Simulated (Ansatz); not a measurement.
Relaxation of CH11FSi4 (17 atoms, charge 0, multiplicity 1), to a largest force component of 0.02 eV/Å in at most 40 steps.

Level of theory: RKS PBE/STO-3G in Ansatz 0.2.0.

```xyz
17
Properties=species:S:1:pos:R:3:forces:R:3
C -1.571 -0.523 -1.357 -3.23 3.05 -0.21
Si -1.183 -0.209 0.402 2.37 -0.21 1.26
F -2.581 -0.028 1.213 -1.22 0.05 0.70
Si 0.098 -1.984 1.195 -2.40 -0.61 0.82
Si 0.128 1.661 0.612 -0.42 0.83 -0.08
Si 2.044 1.324 -0.584 0.26 0.42 0.06
H -2.235 -1.354 -1.481 -0.58 -1.11 -0.31
H -2.126 0.396 -1.784 0.69 -1.41 0.59
H -0.730 -0.617 -1.951 2.59 -0.66 -1.74
H -0.778 -3.244 1.171 1.12 1.18 0.01
H 0.464 -1.756 2.617 0.09 -0.17 -0.71
H 1.247 -2.183 0.366 0.60 -0.16 -0.22
H 0.404 1.946 2.046 0.00 -0.20 -0.68
H -0.620 2.874 0.120 0.63 -0.83 0.27
H 1.690 0.936 -1.978 0.31 0.25 0.68
H 2.813 0.212 0.025 -0.27 0.47 -0.34
H 2.918 2.547 -0.592 -0.56 -0.89 -0.13
```

Q: Where does it end, and by what steps?

A: The forces met the threshold. Limits of this set-up: minimal basis. After 5 steps the energy has fallen by 0.559 eV; H15 moved furthest, 0.27 Å.

```csv
step,energy less start (eV),largest force component (eV/Å),accepted
0,0.0000,3.226,yes
1,-0.4454,0.775,yes
2,-0.5331,0.325,yes
3,-0.5554,0.048,yes
4,-0.5578,0.077,yes
5,-0.5594,0.019,yes
```

```xyz
17
Properties=species:S:1:pos:R:3
C -1.626 -0.530 -1.358
Si -1.135 -0.226 0.454
F -2.545 0.025 1.313
Si -0.055 -2.076 1.243
Si 0.180 1.640 0.556
Si 2.109 1.467 -0.601
H -2.274 -1.417 -1.462
H -2.171 0.331 -1.779
H -0.733 -0.696 -1.984
H -0.884 -3.271 1.172
H 0.356 -1.909 2.630
H 1.149 -2.333 0.465
H 0.495 1.939 1.949
H -0.567 2.791 0.063
H 1.858 1.151 -2.000
H 2.950 0.409 -0.062
H 2.875 2.704 -0.559
```

Whether the end is a true minimum wasn't checked by a vibrational analysis.

Time of the run: 24 s on 1 thread of Intel(R) Xeon(R) Platinum 8488C (Sapphire Rapids) (shared host), peak memory 0.16 GiB.
